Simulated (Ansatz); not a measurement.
`[MgH][Cl]` + `CNC` → `C[N](C)[MgH]` + HCl at 500 K and 1 bar (ligand exchange at a Mg–Cl bond).

Gas-phase electronic energies from Ansatz, PBE0-D4/def2-TZVP geometries. CCSD(T)/CBS is the MP2 limit (def2-TZVPP, def2-QZVPP) plus CCSD(T) − MP2 in def2-TZVPP, frozen cores. This one scheme is used for every species. For Mg outer-core shells are correlated without core-valence functions, which leaves a few kJ/mol of doubt a bond.

| species | CCSD(T)/CBS energy (Eh) | H − E (kJ/mol) | S (J/(mol·K)) |
| --- | --- | --- | --- |
| `[MgH][Cl]` | -660.33122 | 38.4 | 266.3 |
| `CNC` | -135.00321 | 273.8 | 313.8 |
| `C[N](C)[MgH]` | -334.89311 | 268.1 | 377.1 |
| HCl | -460.38127 | 32.5 | 201.9 |

H − E and S are ideal-gas, rigid-rotor, harmonic terms from PBE0-D4/def2-TZVP. 1 Eh = 2625.50 kJ/mol, R = 8.31446 J/(mol·K).

**Question.** By hand: ΔE, ΔH, ΔS and ΔG.

**Answer.** ΔE = (-334.89311) + (-460.38127) − (-660.33122) − (-135.00321) = 0.06005 Eh = 157.7 kJ/mol. Δ(H − E) = 268.1 + 32.5 − 38.4 − 273.8 = -11.6, so ΔH = 146.1 kJ/mol. ΔS = 377.1 + 201.9 − 266.3 − 313.8 = -1.1 J/(mol·K). ΔG = 146.1 − 500 × (-1.1)/1000 = 146.7 kJ/mol.

**Question.** By hand: the equilibrium constant, and the temperature at which ΔG would vanish if ΔH and ΔS stayed fixed.

**Answer.** log₁₀ K = −ΔG/(RT ln 10) = -15.3. ΔH and −TΔS have one sign here, so there is no such temperature.

The number of gas molecules stays the same, so ΔS is small and ΔH decides. A doubt of 5 kJ/mol in ΔE shifts log₁₀ K by 0.5 here. These are equilibria of isolated gas molecules and say nothing of rates. Largest T1 diagnostic: 0.010 (customary marks: 0.02 for closed shells, 0.045 for open ones).

ΔS is within the doubt of such terms, so its sign, and with it that verdict, could turn.
